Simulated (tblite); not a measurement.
Species: CH8GeSi.
SMILES with atom numbers: `[CH3:1][SiH2:2][GeH3:3]` (hydrogens: H4, H5, H6 on C1; H7, H8 on Si2; H9, H10, H11 on Ge3)

Computed with GFN2-xTB (tblite), gas phase: L-BFGS steps from a force-field or distance-geometry start until the largest atomic force falls under 0.01 eV/Å.

Step 8: E = -268.3490 eV
```
atom  x, y, z in Å  |  force x, y, z in eV/Å
C1     -1.5893    0.4668    0.2189    0.015  -0.097  -0.067
Si2    -0.3571   -0.7354   -0.5938   -0.052   0.053   0.080
Ge3     1.7002    0.0448    0.1625    0.064   0.093   0.018
H4     -2.6001    0.0700    0.2158   -0.024   0.097   0.010
H5     -1.5924    1.4255   -0.2971   -0.045  -0.069   0.026
H6     -1.2960    0.6542    1.2524   -0.086  -0.041  -0.079
H7     -0.4311   -0.6869   -2.0634   -0.061  -0.047   0.134
H8     -0.5996   -2.1062   -0.1116   -0.006   0.102  -0.102
H9      1.6554    0.6024    1.5547   -0.002   0.004   0.033
H10     2.8294   -0.9212    0.2422    0.153  -0.115  -0.013
H11     2.2859    1.1887   -0.6066    0.044   0.021  -0.039
```

Step 9: E = -268.3522 eV
```
atom  x, y, z in Å  |  force x, y, z in eV/Å
C1     -1.5930    0.4673    0.2190    0.035  -0.129  -0.076
Si2    -0.3625   -0.7349   -0.5913    0.042   0.073   0.036
Ge3     1.7010    0.0475    0.1619    0.118  -0.011   0.021
H4     -2.6029    0.0728    0.2158   -0.074   0.076   0.009
H5     -1.5934    1.4234   -0.2974   -0.047  -0.008   0.002
H6     -1.2988    0.6525    1.2508   -0.076  -0.020  -0.022
H7     -0.4332   -0.6895   -2.0617   -0.064  -0.039   0.138
H8     -0.5997   -2.1058   -0.1155   -0.018   0.062  -0.075
H9      1.6584    0.6023    1.5563   -0.001   0.008   0.026
H10     2.8382   -0.9226    0.2431    0.048  -0.037  -0.022
H11     2.2914    1.1896   -0.6069    0.038   0.026  -0.038
```

Q: Estimate the geometry and energy of step 10. (The exact step hangs on the optimiser's Hessian estimate; all steps are aligned on step 9, rigid shifts and turns removed.)

A: E = -268.3551 eV, largest force 0.168 eV/Å
```
atom  x, y, z in Å  |  force x, y, z in eV/Å
C1     -1.5957    0.4655    0.2177    0.007  -0.087  -0.048
Si2    -0.3657   -0.7331   -0.5884    0.137   0.066   0.004
Ge3     1.7040    0.0498    0.1619    0.143  -0.087   0.019
H4     -2.6066    0.0768    0.2159   -0.105   0.038  -0.002
H5     -1.5953    1.4210   -0.2974   -0.039   0.031  -0.019
H6     -1.3029    0.6505    1.2485   -0.059  -0.007   0.026
H7     -0.4364   -0.6924   -2.0571   -0.062  -0.027   0.103
H8     -0.6002   -2.1037   -0.1205   -0.025   0.012  -0.042
H9      1.6607    0.6025    1.5582    0.005   0.009   0.015
H10     2.8467   -0.9250    0.2433   -0.034   0.027  -0.026
H11     2.2965    1.1909   -0.6081    0.033   0.024  -0.031
```

The energy changes by -0.0029 eV. The first-order estimate −F·Δx gives -0.0040 eV and the mean of the old and new forces, exact on a quadratic surface, -0.0029 eV. The step makes an angle of 45° with the force vector and moves no atom by more than 0.009 Å.

What follows is the cost of the whole relaxation. On AMD EPYC, one thread (shared host), this took 1.3 s wall, 0.79 s CPU.
